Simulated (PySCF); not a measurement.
Relaxation of doublet TcOF₂

These are results of UPBE0/[Tc def2-SVP with ECP28, O def2-SVP, F def2-SVP], scalar-relativistic core potentials, density fitting, no spin–orbit coupling, PySCF, not measurements. A (50,194) grid was used.

A start at the PBE0 minimum, of C2v symmetry, held to at least that symmetry:

```xyz
4
charge 0 multiplicity 2, angstrom
Tc   -0.1024    0.0000   -0.0608
O    -1.4912    0.0000   -0.8857
F     0.1536    0.0000    1.7782
F     1.6350    0.0000   -0.7159
```

(1) What forces act on the atoms at the start (eV/Å)?

(2) What does it relax to?

(3) How much energy is released, and in how many steps?

Answers

(1) 
```json
{"atom": "Tc1", "Fx": "0.63", "Fy": "0.00", "Fz": "0.40"}
{"atom": "O2", "Fx": "0.19", "Fy": "0.00", "Fz": "0.10"}
{"atom": "F3", "Fx": "-0.25", "Fy": "0.00", "Fz": "-0.51"}
{"atom": "F4", "Fx": "-0.56", "Fy": "0.00", "Fz": "0.01"}
```

(2) It ends at C2v with Tc–F 1.835 Å (×2), Tc–O 1.613 Å; F–Tc–F 111.2°, F–Tc–O 124.4° (×2) (after a last refinement on a finer grid). A frequency run shows a minimum.

(3) 3.7 kJ/mol in 4 steps.

Open d and f shells are described by one determinant, and the ground state may have another occupation or spin. At this level a quartet minimum of C2v symmetry lies 6 kJ/mol below this structure.

The relaxation took 11 s on 2 threads of a shared Arm Neoverse V1 host, with 73 basis functions and 5 gradients; the process peaked at 0.58 GiB. Launch command: `OMP_NUM_THREADS=2 python axn.py task.json out`.
